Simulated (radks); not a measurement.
Results of a calculation; reference values are marked as such.
All-electron atom: Re LV in [Ar] 3d3.

Level of theory: Dirac Kohn-Sham, BLYP, spin-unpolarised, spherical densities, finite nucleus; open shells fill j = l - 1/2 first; Fermi nuclear charge, rms radius 5.3698 fm (a radial shooting solver on a logarithmic mesh with Libxc functionals).

Energy parts (eV):
| part | energy |
|---|---|
| total | -379608.11 |
| kinetic | 437626.02 |
| electron-nucleus | -862577.96 |
| Hartree | 50812.05 |
| exchange-correlation | -5468.23 |

Orbitals (lengths in bohr, moments of r in powers of bohr; <r^-3> diverges for s and p1/2):
[
 {"orbital": "1s1/2", "occ.": "2", "eigenvalue (eV)": "-75198.55", "<r^4>": "5.457e-07", "<r^-3>": "-", "<r>": "0.01804"},
 {"orbital": "2s1/2", "occ.": "2", "eigenvalue (eV)": "-15966.95", "<r^4>": "0.00007855", "<r^-3>": "-", "<r>": "0.07511"},
 {"orbital": "2p1/2", "occ.": "2", "eigenvalue (eV)": "-15464.53", "<r^4>": "0.00004701", "<r^-3>": "-", "<r>": "0.06205"},
 {"orbital": "2p3/2", "occ.": "4", "eigenvalue (eV)": "-14007.09", "<r^4>": "0.00006867", "<r^-3>": "17340", "<r>": "0.06996"},
 {"orbital": "3s1/2", "occ.": "2", "eigenvalue (eV)": "-6032.812", "<r^4>": "0.002349", "<r^-3>": "-", "<r>": "0.1866"},
 {"orbital": "3p1/2", "occ.": "2", "eigenvalue (eV)": "-5832.205", "<r^4>": "0.001996", "<r^-3>": "-", "<r>": "0.1758"},
 {"orbital": "3p3/2", "occ.": "4", "eigenvalue (eV)": "-5470.275", "<r^4>": "0.002566", "<r^-3>": "4548", "<r>": "0.1883"},
 {"orbital": "3d3/2", "occ.": "3", "eigenvalue (eV)": "-5172.658", "<r^4>": "0.001565", "<r^-3>": "805.4", "<r>": "0.1622"},
 {"orbital": "3d5/2", "occ.": "0", "eigenvalue (eV)": "-5089.668", "<r^4>": "0.001688", "<r^-3>": "683.2", "<r>": "0.1660"}
]

The highest occupied level is 3d3/2 at -5172.7 eV. For comparison, the ionisation energy in NIST's Atomic Spectra Database is 5236 eV (theoretical). In exact Kohn-Sham theory the highest level is minus the ionisation energy, but local and semilocal functionals leave it too shallow, through self-interaction and a potential that decays too fast; potentials with the right tail come closer. Summed over all electrons, <r^2> = 0.4549 bohr^2, which gives a Langevin (diamagnetic) susceptibility term of -0.36 x 10^-6 cm^3/mol. The electron density at the nucleus is 1.543e+06 e/bohr^3. The density falls to 0.001 e/bohr^3 at r = 0.60 bohr.

Beside tabulated values, note that spin-unpolarised runs miss the spin-polarisation part of the exchange energy of open shells.
